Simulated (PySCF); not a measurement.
**Unknown compound**

The spectra below were simulated for a compound C6H3F3.

1H NMR (600 MHz, computed): δ 7.29 (m, 1H), 7.04 (m, 1H), 6.94 (m, 1H).

13C{1H} NMR (computed): δ 168.2 (C), 160.9 (C), 156.5 (C), 124.1 (CH), 116.0 (CH), 111.2 (CH).

[PySCF: GIAO B97-2/pcSseg-2 shieldings; geometry from PBE0-D3(BJ)/def2-TZVP; single conformer; no relativistic terms; no solvent]

Chemical shifts δ = σref − σ; TMS for 1H (σref 31.64), 13C (σref 185.38), all at this level.

Q: Which candidate is it?
A. Fc1ccc(F)c(F)c1
B. Fc1cc(F)cc(F)c1
C. Fc1cccc(F)c1F

A: A. 

1. Rings plus π bonds: 4 (1 ring in the answer).
2. 6 carbon signals for 6 carbons: no two carbons are equivalent.
3. Carbon types of the structure: 3 × C, 3 × CH, which accounts for all hydrogens.
4. δC 168.2, 160.9, 156.5: aromatic carbon bearing fluorine; σ withdrawal by the attached heteroatom moves it downfield of the ring CH carbons.
5. δC 124.1, 116.0, 111.2: aromatic CH.
6. δH 7.29, 7.04, 6.94: hydrogen on an aromatic CH; aromatic region.

The others: Fc1cccc(F)c1F would give 4 carbon signals, not 6; Fc1cc(F)cc(F)c1 would give 2 carbon signals, not 6.

Splittings by 19F in the carbon and heteronuclear signals aren't shown, as no couplings were computed. Shifts are as computed. Against solution values, carbons near 30 ppm lie about +3 ppm off and those near 130 ppm about +7 ppm. Of 1211 compounds with measured shifts, 218 miss one by over three times the rms of a fit or turn the order of signals round; such compounds aren't used in these exercises. No couplings were computed; multiplicities are counted from neighbouring protons, with m where these are inequivalent, close in shift, in a saturated or five-membered ring or joined by F or P, and br s for small geminal =CH2 splittings.
